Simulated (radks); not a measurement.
Spherical quantum dot in the effective-mass picture: electrons in a parabolic well V = omega^2 r^2 / 2 with omega = 0.45, all in effective atomic units (hartree* = m*/eps^2 hartree, bohr* = eps/m* bohr), one dielectric constant everywhere. Method: non-relativistic Kohn-Sham, r2SCAN, spin-polarised, spherical densities, generalised Kohn-Sham scheme; computed with a radial shooting solver with Libxc functionals. Levels are named by radial order and angular momentum (1s, 1p, 1d, 2s, ...), and open shells are averaged over m. Results are scaled to m* = 0.027 and eps = 7.5, for which hartree* = 13.06 meV and bohr* = 14.7 nm.

N = 4, configuration 1s2 1p(up 2, down 0). This is the lowest configuration that the search found. Occupied and some empty levels:

level,occupation,eigenvalue (meV),<r> (nm)
1s up,1,25.651,30.58
1s down,1,26.682,29.31
1p up,2,29.792,37.49
1p down,0,31.043,37.20
1d up,0,34.740,43.07
1d down,0,35.954,42.87
2s up,0,36.030,38.51
2s down,0,36.530,37.96
1f up,0,40.185,47.96
1f down,0,41.389,47.47

Energy (meV): total 75.8988, kinetic 17.782, external 31.497, Hartree 40.799, exchange-correlation -14.179.
